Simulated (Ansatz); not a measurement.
Born–Oppenheimer molecular dynamics of Cl5FMo (7 atoms, charge 0, multiplicity 1). It goes on from the last frame of an earlier run, with new velocities.

Method: RKS B3LYP/def2-SVP in Ansatz 0.2.0.

```
ensemble        : NVT, Langevin thermostat
time step       : 2 fs
steps asked     : 100
set temperature : 1500 K
friction        : 0.005 /fs
seed            : 250055
```

First frame:

```xyz
7
Properties=species:S:1:pos:R:3
Mo -0.039 -0.011 0.007
Cl 0.048 0.032 2.289
F 1.779 0.072 -0.072
Cl -0.019 2.296 0.037
Cl -2.337 -0.027 -0.004
Cl -0.077 -2.318 0.013
Cl 0.074 0.008 -2.316
```

Q: How far do the bonds stretch over the last three quarters of this one trajectory? (Pairs bonded in most of those frames.)

A: 
| bond | mean (Å) | spread (Å) | shortest | longest |
| --- | --- | --- | --- | --- |
| Mo1–Cl2 | 2.370 | 0.066 | 2.27 | 2.47 |
| Mo1–F3 | 1.872 | 0.061 | 1.76 | 1.96 |
| Mo1–Cl4 | 2.303 | 0.128 | 2.11 | 2.53 |
| Mo1–Cl5 | 2.372 | 0.045 | 2.29 | 2.43 |
| Mo1–Cl6 | 2.331 | 0.082 | 2.20 | 2.45 |
| Mo1–Cl7 | 2.350 | 0.060 | 2.24 | 2.44 |

Mean temperature of the second half: 1325 K. The mean temperature of the second half is 12 % below the set value. A run of 0.2 ps of so small a system gives no equilibrium averages.

Run time: 5.6 min on 4 threads of Arm Neoverse V2, on a shared host, peak memory 0.42 GiB.
